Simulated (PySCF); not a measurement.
A GIAO shielding run with PySCF (density fitting, non-relativistic, gas phase) on SMILES B[C@H]1CO[SiH2]O1, C2H7BO2Si:

```
$ OMP_NUM_THREADS=1 python probes_run.py task.json out

{"job": {"kind": "nmr", "xc": "B97-2", "basis": "pcSseg-1", "pop": false}, "charge": 0, "multiplicity": 1}
B      2.076730    -0.226964    -0.230656
C      0.585990    -0.260402     0.205472
C     -0.137489     1.095141     0.339125
O     -1.522664     0.829372     0.423770
Si    -1.856823    -0.623004    -0.346582
O     -0.267133    -1.111397    -0.552992
H      2.520367    -1.012138    -1.030217
H      2.805158     0.570546     0.314599
H      0.688094    -0.679062     1.242015
H      0.196564     1.635688     1.237773
H      0.066298     1.737661    -0.538425
H     -2.661665    -1.497764     0.548354
H     -2.521993    -0.475715    -1.669014
```

Hardware: 1 thread of an Arm Neoverse V1, shared host. The job also computes ring-centre shieldings.

Problem. How large is the calculation?

Solution. 54 electrons, 144 basis functions and 767 auxiliary functions.

Problem. How long does it take, and how much memory does it need?

Solution. 11 s of wall time, with 13 SCF cycles and 4 response iterations; peak memory 0.76 GiB. Times on a shared host scatter by some tens of per cent.

Problem. And these other runs on the same molecule and hardware: GIAO shielding at B3LYP/pcSseg-1; GIAO shielding at B97-D/pcSseg-1; GIAO shielding at BLYP/pcSseg-1; GIAO shielding at BP86/pcSseg-1; GIAO shielding at HF/pcSseg-1; GIAO shielding at KT2/pcSseg-1?

Solution. B3LYP/pcSseg-1: 144 functions, 11 s; B97-D/pcSseg-1: 144 functions, 18 s; BLYP/pcSseg-1: 144 functions, 18 s; BP86/pcSseg-1: 144 functions, 18 s; HF/pcSseg-1: 144 functions, 5.6 s; KT2/pcSseg-1: 144 functions, 18 s.
